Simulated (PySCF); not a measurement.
## Relaxation of singlet SeF₄

These are results of PBE/[Se def2-SVP, F def2-SVP], no relativity, density fitting, PySCF, not measurements. A (50,194) grid was used.

A hand-made tetrahedral start, of Td symmetry, held to at least that symmetry:

```xyz
5
charge 0 multiplicity 1, angstrom
Se    0.0000    0.0000    0.0000
F     1.4697   -0.0001    1.0392
F    -1.4697    0.0000    1.0392
F     0.0000    1.4697   -1.0392
F     0.0000   -1.4697   -1.0393
```

(1) What does it relax to?

(2) How much energy is released, and in how many steps?

## Answers

(1) It ends at Td with Se–F 1.854 Å (×4); F–Se–F 109.5° (×6) (after a last refinement on a finer grid). A frequency run shows 3 imaginary modes (one degenerate set), down to 161i cm⁻¹, so it is a higher-order saddle point. Other isomers or separated fragments may lie lower.

(2) 14.4 kJ/mol in 3 steps.
